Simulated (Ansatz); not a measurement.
A structure relaxed at PBE-D4/def2-SVP in Ansatz, charge 0, singlet:

```xyz
46

Sn   -1.324    0.014    4.504
Sn   -4.065   -2.251   -0.675
Sn   -0.002    3.115    1.544
Sn   -2.303    1.677   -1.988
Sn    2.817    1.821    5.027
Sn    2.074   -1.775    2.153
Sn    4.245    1.875    0.710
Sn    0.232   -3.016   -1.708
Sn    1.143    0.361   -4.541
Sn   -2.817   -1.822   -5.028
Sn    0.168    2.386    4.270
Sn   -2.540   -0.063    0.247
Sn   -0.727   -1.296    2.077
Sn   -2.405   -3.314   -2.681
Sn    1.657    1.898   -0.416
Sn   -1.650    0.692   -4.556
Sn    3.885    0.236    2.966
Sn    1.610   -0.539   -1.906
H    -3.019    0.341    4.675
H    -0.806   -0.889    5.896
H    -5.592   -1.764   -1.349
H    -4.376   -3.409    0.578
H    -1.678    3.008    1.093
H     0.444    4.788    1.354
H    -3.894    2.386   -2.018
H    -1.202    2.979   -1.648
H     2.830    0.992    6.552
H     3.758    3.269    5.207
H     2.145   -3.115    3.264
H     2.641   -2.385    0.626
H     4.777    3.458    1.193
H     5.428    1.218   -0.375
H     0.240   -3.602   -0.071
H     1.308   -4.059   -2.598
H     1.966    1.849   -4.881
H     1.620   -0.804   -5.738
H    -4.518   -1.692   -5.355
H    -2.072   -2.570   -6.406
H    -0.478    3.724    5.178
H    -3.529    0.858    1.359
H    -1.405   -2.908    2.150
H    -2.636   -5.017   -2.963
H     1.644    3.063   -1.722
H    -2.217    1.879   -5.697
H     5.332   -0.586    3.484
H     3.291   -1.012   -1.785
```

Give its formula and point group.

Sn₁₈H₂₈. Point group D2 (tolerance 0.1 Å).

Summarise the bond lengths by kind (pairs closer than 1.2 times the sum of covalent radii, bridged metal pairs left out).

22 × Sn–Sn 2.81 to 2.86 Å; 28 × H–Sn 1.73 to 1.75 Å.

In the def2 sets Sn takes a core potential; there is no spin–orbit coupling. Single mean-field runs in def2-SVP are fitted with def2-universal-jkfit. Another isomer (singlet) lies 0.46 eV lower at PBE0-D4/def2-TZVP; other spin states weren't run for this one.
